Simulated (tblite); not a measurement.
Input of a run (GFN2-xTB geometry optimisation, gas phase (tblite 0.8.0)), started from a force field or distance geometry:
```
{"job": {"kind": "relax", "xc": "GFN2-xTB", "basis": "xTB"}, "charge": 0, "multiplicity": 1}
C      3.088700    -0.723600     0.456700
O      1.736600    -0.885000     0.131500
Si     1.092300     0.690400    -0.045700
Si    -0.995500     0.600900     0.765400
S     -2.274400     1.923700    -0.271800
O     -1.506600    -1.022900     0.780500
C     -2.643700    -1.280100     0.055500
H      3.217600     0.146900     1.149000
H      3.491000    -1.616900     0.985100
H      3.605500    -0.530300    -0.496900
H      1.000800     0.925400    -1.501400
H      1.880900     1.712200     0.629200
H     -0.912300     1.074300     2.180800
H     -1.958500     3.233000     0.167000
H     -2.345300    -1.952100    -0.776600
H     -3.311600    -1.892000     0.734500
H     -3.172500    -0.392000    -0.303300
```

Output (eV, eV/Å):
```
step      E/eV     max force
  0    -660.78514    3.160
  1    -661.21967    1.456
  2    -661.39684    0.959
  3    -661.47216    0.728
  4    -661.60576    0.772
  5    -661.69294    0.814
  6    -661.75353    0.593
  7    -661.78675    0.535
  8    -661.81679    0.390
  9    -661.83785    0.350
 10    -661.85540    0.285
 11    -661.87074    0.263
 12    -661.88747    0.358
 13    -661.90533    0.384
 14    -661.92101    0.277
 15    -661.93112    0.255
 16    -661.93744    0.214
 17    -661.94286    0.195
 18    -661.94792    0.163
 19    -661.95201    0.171
 20    -661.95551    0.147
 21    -661.95919    0.193
 22    -661.96358    0.225
 23    -661.96883    0.194
 24    -661.97412    0.164
 25    -661.97821    0.163
 26    -661.98129    0.120
 27    -661.98384    0.129
 28    -661.98594    0.120
 29    -661.98791    0.105
 30    -661.98991    0.098
 31    -661.99202    0.108
 32    -661.99444    0.155
 33    -661.99727    0.157
 34    -662.00022    0.156
 35    -662.00302    0.156
 36    -662.00566    0.133
 37    -662.00786    0.162
 38    -662.01078    0.147
 39    -662.01422    0.143
 40    -662.01639    0.089
 41    -662.01767    0.093
 42    -662.01926    0.103
 43    -662.02097    0.110
 44    -662.02272    0.117
 45    -662.02406    0.091
 46    -662.02510    0.069
 47    -662.02611    0.083
 48    -662.02730    0.088
 49    -662.02866    0.106
 50    -662.02996    0.136
 51    -662.03126    0.110
 52    -662.03298    0.110
 53    -662.03678    0.129
 54    -662.04002    0.167
 55    -662.04345    0.159
 56    -662.04510    0.066
 57    -662.04583    0.074
 58    -662.04630    0.065
 59    -662.04672    0.058
 60    -662.04800    0.077
 61    -662.04857    0.085
 62    -662.05052    0.099
 63    -662.05260    0.118
 64    -662.05567    0.131
 65    -662.05885    0.160
 66    -662.06244    0.146
 67    -662.06537    0.111
 68    -662.06773    0.136
 69    -662.06994    0.136
 70    -662.07153    0.150
 71    -662.07447    0.112
 72    -662.07710    0.102
 73    -662.07897    0.096
 74    -662.08021    0.088
 75    -662.08183    0.078
 76    -662.08305    0.052
 77    -662.08368    0.054
 78    -662.08396    0.043
 79    -662.08418    0.038
 80    -662.08449    0.031
 81    -662.08472    0.033
 82    -662.08502    0.031
 83    -662.08526    0.038
 84    -662.08549    0.039
 85    -662.08571    0.044
 86    -662.08593    0.047
 87    -662.08612    0.040
 88    -662.08632    0.039
 89    -662.08659    0.040
 90    -662.08698    0.050
 91    -662.08743    0.047
 92    -662.08783    0.039
 93    -662.08815    0.036
 94    -662.08847    0.042
 95    -662.08888    0.053
 96    -662.08944    0.056
 97    -662.09009    0.067
 98    -662.09076    0.069
 99    -662.09147    0.066
100    -662.09233    0.064
101    -662.09352    0.079
102    -662.09496    0.093
103    -662.09636    0.089
104    -662.09747    0.084
105    -662.09813    0.104
106    -662.09892    0.084
107    -662.09987    0.076
108    -662.10245    0.103
109    -662.10427    0.120
110    -662.10640    0.078
111    -662.10743    0.228
112    -662.10886    0.084
113    -662.10989    0.075
114    -662.11287    0.155
115    -662.11497    0.076
116    -662.11787    0.152
117    -662.11996    0.164
118    -662.12056    0.212
119    -662.12264    0.096
120    -662.12366    0.061
121    -662.12436    0.039
122    -662.12452    0.039
123    -662.12478    0.037
124    -662.12512    0.042
125    -662.12551    0.067
126    -662.12597    0.053
127    -662.12647    0.098
128    -662.12724    0.060
129    -662.12861    0.078
130    -662.12964    0.063
131    -662.13042    0.079
132    -662.13102    0.054
133    -662.13160    0.054
134    -662.13201    0.070
135    -662.13245    0.060
136    -662.13309    0.078
137    -662.13418    0.084
138    -662.13498    0.096
139    -662.13276    0.199
140    -662.13606    0.061
141    -662.13666    0.072
142    -662.13783    0.096
143    -662.13890    0.115
144    -662.14032    0.080
145    -662.14204    0.098
146    -662.14350    0.106
147    -662.14478    0.075
148    -662.14529    0.188
149    -662.14412    0.171
150    -662.14688    0.049
151    -662.14724    0.072
152    -662.14759    0.068
153    -662.14806    0.044
154    -662.14832    0.044
155    -662.14864    0.042
156    -662.14901    0.043
157    -662.14936    0.052
158    -662.14971    0.058
159    -662.15008    0.060
160    -662.15065    0.054
161    -662.15141    0.079
162    -662.15203    0.076
163    -662.15267    0.065
164    -662.15325    0.062
165    -662.15386    0.115
166    -662.15462    0.086
167    -662.15536    0.058
168    -662.15588    0.054
169    -662.15621    0.036
170    -662.15649    0.037
171    -662.15675    0.038
172    -662.15704    0.043
173    -662.15732    0.048
174    -662.15755    0.031
175    -662.15776    0.032
176    -662.15803    0.036
177    -662.15834    0.057
178    -662.15872    0.053
179    -662.15911    0.058
180    -662.15947    0.040
181    -662.15974    0.033
182    -662.15989    0.024
183    -662.15997    0.018
184    -662.16002    0.016
185    -662.16006    0.010
186    -662.16007    0.009
```

**Question.** Summarise the run.

**Answer.** The energy falls by 132.7 kJ/mol over 186 L-BFGS steps, the largest force on an atom goes from 3.16 to 0.009 eV/Å, and the atoms move by 1.558 Å rms after alignment. The bond that changes most is S5–H14 (ends: sulfur bonded to Si and H; S–H hydrogen), which shortens by 0.095 Å. Bonds longer at the end by more than 0.005 Å: 4 of 16; shorter: 10. Among the angles that change most is C1–O2–Si3, from 106.4° to 126.7°. Among the dihedrals that turn most is O2–Si3–Si4–O6, from -20° to -169°. The energy rose by more than 1e-5 eV at steps 139 and 149. The first step brought 32 % of the lowering.

**Question.** What are the final bond lengths?

**Answer.** C1–O2 1.395 Å, O2–Si3 1.624 Å, Si3–Si4 2.274 Å, Si4–S5 2.177 Å, Si4–O6 1.618 Å, O6–C7 1.397 Å, C1–H8 1.092 Å, C1–H9 1.090 Å, C1–H10 1.091 Å, Si3–H11 1.472 Å, Si3–H12 1.475 Å, Si4–H13 1.474 Å, S5–H14 1.322 Å, C7–H15 1.090 Å, C7–H16 1.092 Å, C7–H17 1.091 Å. Numbering counts from 1 in the input's order; the species is `[SiH2]([Si@@H](S)OC)OC`.

Its GFN2-xTB frequencies are all real (lowest 27 cm⁻¹). The numbers are those of one conformer. 3 starts were optimised and ended at 0.00, 1.38 and 2.31 kcal/mol (GFN2-xTB); the lowest of these is shown.

The numbers are calculated, not measured.
